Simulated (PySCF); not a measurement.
Excitation energy of Mg by level of theory

Mg [Ne] 3s2 (1S) → Mg [Ne] 3s1 3p1 (3P), as a difference of total energies. All numbers are calculated (PySCF 2.14, the non-relativistic Hamiltonian (point nucleus), in aug-cc-pCVTZ). Correlated levels: valence: [Ne] frozen; valence and next inner shell: 1s2 frozen; nothing frozen. The calculations carry no spin-orbit coupling.

```json
{"method": "UHF", "excitation energy (eV)": "1.790"}
{"method": "LDA", "excitation energy (eV)": "2.752"}
{"method": "PBE", "excitation energy (eV)": "2.608"}
{"method": "PBE0", "excitation energy (eV)": "2.518"}
{"method": "r2SCAN", "excitation energy (eV)": "2.370"}
{"method": "wB97X-V", "excitation energy (eV)": "2.629"}
{"method": "r2SCANh", "excitation energy (eV)": "2.379"}
{"method": "B2PLYP", "excitation energy (eV)": "2.712"}
{"method": "PBEsol", "excitation energy (eV)": "2.572"}
{"method": "MP2 (valence)", "excitation energy (eV)": "2.375"}
{"method": "SCS-MP2 (valence)", "excitation energy (eV)": "2.547"}
{"method": "MP2 (valence and next inner shell)", "excitation energy (eV)": "2.496"}
{"method": "SCS-MP2 (valence and next inner shell)", "excitation energy (eV)": "2.640"}
{"method": "MP2 (all electrons)", "excitation energy (eV)": "2.494"}
{"method": "SCS-MP2 (all electrons)", "excitation energy (eV)": "2.639"}
```

Errors of the correlated levels include the incompleteness of this basis and the frozen core.

**Question.** Which method comes closest to the reference value, and which is furthest?

**Answer.** The reference is 2.714 eV (measured; NIST levels, between the centres of gravity of the two terms). Closest: B2PLYP (error -0.002 eV); furthest: UHF (error -0.924 eV).
